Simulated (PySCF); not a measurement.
Molecular orbitals of TeS

r²SCAN at R = 2.249 Å; Te x2c-SVPall, S x2c-SVPall; spin-free X2C with a Gaussian nucleus (PySCF 2.14). State: ³Σ⁻ (triplet), unpaired electrons π ↑↑. Only the outer orbitals are listed, counted within each symmetry.

```csv
spin,orbital,occ.,ε (eV),on Te (%),main shells (%)
α,13σ,1,-19.62,34,"62 S s, 29 Te s"
α,14σ,1,-15.42,66,"64 Te s, 31 S s"
α,15σ,1,-9.15,45,"50 S p, 40 Te p"
α,7π,1,-8.34,44,"55 S p, 44 Te p"
α,7π,1,-8.34,44,"55 S p, 44 Te p"
α,8π,1,-5.80,57,"56 Te p, 43 S p"
α,8π,1,-5.80,57,"56 Te p, 43 S p"
α,16σ,0,-1.76,64,"55 Te p, 36 S p"
α,17σ,0,4.11,99,"89 Te s, 8 Te d"
α,9π,0,7.12,86,"85 Te d, 13 S d"
β,13σ,1,-18.89,38,"57 S s, 31 Te s"
β,14σ,1,-14.24,63,"61 Te s, 34 S s"
β,15σ,1,-8.66,45,"49 S p, 40 Te p"
β,7π,1,-7.29,45,"54 S p, 44 Te p"
β,7π,1,-7.29,45,"54 S p, 44 Te p"
β,8π,0,-4.26,57,"56 Te p, 43 S p"
β,8π,0,-4.26,57,"56 Te p, 43 S p"
β,16σ,0,-1.11,63,"53 Te p, 36 S p"
```

**Question.** Which are the highest filled and the lowest empty level, where do they sit, and how wide is the gap?

**Answer.** Highest filled α 8π at -5.80 eV (in %: 56 Te p, 43 S p); lowest empty β 8π at -4.26 eV (in %: 56 Te p, 43 S p); the gap at r²SCAN is 1.54 eV. Both belong to one degenerate shell, split only by its one-sided filling, so this is no excitation gap.

* bond order (Mayer): 2.03
* ⟨S²⟩: 2.005
* charge on Te (Mulliken, basis-dependent): 0.15
* charge on Te (Löwdin, basis-dependent): 0.09
* dipole moment (positive dipole means Te(−)S(+)): -1.63 D

Spin–orbit coupling is left out. The state was picked by a PBE0 search and need not be the measured ground state.
